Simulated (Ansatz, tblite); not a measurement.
Cost and result up the ladder for the cluster As3P2⁺ (5 atoms). Total charge 1; singlet. Geometry: PBE-D4/def2-SVP.

```
atom   x (Å)   y (Å)   z (Å)
  P1   0.311   1.584  -0.333
  P2  -1.465   0.543   0.522
 As3  -0.358  -0.526  -1.384
 As4  -0.223  -1.374   1.069
 As5   1.735  -0.227   0.126
```

Ansatz on 4 threads of Arm Neoverse V1 on a shared host; xTB runs through tblite on one thread. Times are rough, summed over both states, and most runs start from the orbitals of an earlier one. PBE0-D4/def2-TZVP serves as the yardstick here, not as an exact answer. Differences are given only for rows in sets of like size (and for xTB, whose basis is part of the method), since another set adds its own error. The other state is a quintet at its own geometry, which has other bonds, so the gap mixes isomer and spin.

The xTB rows come from tblite. HSE06 is defined as in plane-wave codes, on full-range PBE exchange. Correlated methods freeze 37 core orbitals; core or outer-core shells of As are correlated, in sets that lack core-valence functions. The rows differ in basis, and correlated rows in double-zeta sets carry the largest basis error. At PBE0-D4/def2-TZVP a singlet of charge 1 lies 3.17 eV below the quintet, each at its own geometry. The structure comes from a short search, and lower isomers may exist.

Run but left out: HF/STO-3G (quintet: ⟨S²⟩ 6.35, where a pure state has 6.00).

Correlated methods converge slowly with the basis, most of all in double-zeta sets (MP2 moves by 0.49 eV from def2-SVP to def2-TZVP here).

xTB has no spin-polarisation term.

| level | functions | wall time | quintet − singlet (eV) | difference from PBE0-D4/def2-TZVP (eV) |
| --- | --- | --- | --- | --- |
| GFN1-xTB | 45 | 0.014 s | 4.13 | 0.96 |
| GFN2-xTB | 45 | 0.015 s | 3.56 | 0.39 |
| PBE-D4/def2-TZVP | 218 | 8.8 s | 3.24 | 0.07 |
| HSE06-D4/def2-TZVP | 218 | 23 s | 3.15 | -0.02 |
| PBE0-D4/def2-TZVP | 218 | 24 s | 3.17 | 0.00 |
| MP2/def2-TZVP | 218 | 24 s | 3.64 | 0.48 |
| HF/def2-TZVP | 218 | 24 s | 1.70 | -1.46 |
| r2SCAN-D4/def2-TZVP (with forces) | 218 | 24 s | 3.04 | -0.13 |
| CCSD(T)/def2-SVP | 132 | 89 s | 2.81 | – |
